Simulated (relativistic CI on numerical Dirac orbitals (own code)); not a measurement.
Method of calculation: Dirac-Coulomb-Breit CI, KLI orbitals optimised for each configuration, model QED (radiative potential, 1s self-energy scaled to tabulated hydrogen-like ionisation energies), unscaled Slater integrals (own radial code, finite nucleus).

The strongest absorption lines from the ground level of an ion, among the configurations computed and to levels below about 1610 eV (vacuum wavelength in Å, gf): 13.040 (0.13), 15.559 (0.53), 17.924 (0.058), 18.753 (0.58), 19.527 (0.43), 38.476 (5.1), 47.435 (0.17), 52.168 (0.00021).

Problem. Which ion is it?
A. Ac⁴³⁺
B. Bi³⁷⁺
C. Bi³⁹⁺
D. Hg³⁴⁺

Solution. B. Bi³⁷⁺ has 46 electrons and the ground level 4s²4p⁶4d¹⁰ ¹S0; the strongest line goes to 4s²4p⁶4d⁹4f ¹P°1. The pattern of lines fixes the number of electrons, and along that sequence the line energies rise steadily with the charge (about as its square where n changes within one kind of shell, about linearly where n is kept but much faster in heavy ions where fine structure, which grows about as Z⁴, sets the gap, and irregularly where shells cross), which fixes Z. Configurations outside the model, such as inner-shell arrays, can give stronger lines. At this charge energies of transitions that change n are usually good to better than 1 %, and those within a shell (Δn = 0) to a few per cent.

LS names give the leading component of a level, which can be under half, so a name can repeat, a term be missing and a line seem to break the LS rules.
